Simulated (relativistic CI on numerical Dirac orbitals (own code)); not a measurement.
## Sr²⁸⁺: sensitivity of the levels to the model

Base calculation: Dirac-Coulomb-Breit CI, orbitals from a KLI potential per configuration, model QED, unscaled Slater integrals.

Configuration list (outside the closed core 1s2): 2s2 2p6, 2s2 2p5 3s, 2s2 2p5 3p, 2s2 2p5 3d, 2s 2p6 3s, 2s 2p6 3p, 2s 2p6 3d, 2s2 2p5 4s, 2s2 2p5 4p, 2s2 2p5 4d, 2s2 2p5 4f, 2s 2p6 4s, 2s 2p6 4p, 2s2 2p4 3s2, 2s 2p6 4d, 2s 2p6 4f, 2s2 2p5 5s, 2s2 2p5 5p, 2s2 2p5 5d, 2s2 2p4 3s 3p, 2s2 2p5 5f, 2s2 2p5 5g, 2s2 2p4 3p2, 2s2 2p4 3s 3d, 2s2 2p4 3p 3d, 2s 2p5 3s2, 2s 2p5 3s 3p, 2s2 2p4 3d2, 2s 2p6 5s, 2s 2p6 5p, 2s 2p5 3p2, 2s 2p6 5d, 2s 2p5 3s 3d, 2s 2p6 5f, 2s 2p6 5g, 2s 2p5 3p 3d. Levels of other configurations are missing.

Variants: (1) valence Slater integrals scaled by 0.9; (2) Breit term removed; (3) configuration mixing switched off. Shifts of the energy above 2s2 2p6 1S_0, in eV, for the lowest level and the first level of each name with at least 55 % of one term (blank where a level changes its place among those of its configuration and J or its character, or is not in the variant):

```tsv
Level	Base	Δ(1)	Δ(2)	Δ(3)
2s2 2p6 1S_0	0.00	0.00	0.00	0.00
2s2 2p5 3s 3P°_2	1876.66	+0.16	+2.12	+0.14
2s2 2p5 3s 1P°_1	1880.12	-0.17	+2.07	+0.25
2s2 2p5 3s 3P°_0	1946.76	+0.19	+3.29	+0.26
2s2 2p5 3s 3P°_1	1948.48	0.00	+3.40	+0.35
2s2 2p5 3p 3D_3	1950.68	+0.26	+2.18	-0.07
2s2 2p5 3p 1P_1	1951.03	+0.18	+2.05	+0.27
2s2 2p5 3p 3P_2	1955.84	-0.25	+1.98	-0.16
2s2 2p5 3p 3P_0	1973.95	-1.50	+1.95	+0.25
2s2 2p5 3p 3D_1	2004.00	+0.20	+3.08	+0.01
2s2 2p5 3d 3P°_0	2019.57	+0.76	+1.86	-0.12
2s2 2p5 3d 3P°_1	2022.26	+0.55	+2.14	-0.22
2s2 2p5 3d 3F°_3	2026.11	+0.02	+2.43	-0.54
2s2 2p5 3d 3F°_4	2027.22	+0.28	+2.62	-0.58
2s2 2p5 3p 1S_0	2027.50	-2.77	+2.70	+1.02
2s2 2p5 3d 1D°_2	2030.52	-0.16	+2.31	-0.54
2s2 2p5 3d 3D°_3	2034.04	-0.39	+2.43	-0.59
2s2 2p5 3d 3F°_2	2095.64	+0.09	+3.58	-0.56
2s 2p6 3s 3S_1	2145.60	+0.07	+1.82	-1.49
2s 2p6 3s 1S_0	2157.03	-0.93	+1.71	+0.42
2s 2p6 3p 3P°_0	2202.92	-0.02	+1.29	-0.77
2s 2p6 3p 3P°_1	2204.04	-0.14	+1.45	-0.77
```

At this charge energies of transitions that change n are usually good to better than 1 %, and those within a shell (Δn = 0) to a few per cent.

Ionisation energy from the two ground configurations alone: base 3340.01 eV; Breit term removed 3342.7 eV. The NIST ASD value (semi-empirical) is 3344.7 eV.

LS names give the leading component of a level, which can be under half, so a name can repeat, a term be missing and a line seem to break the LS rules.
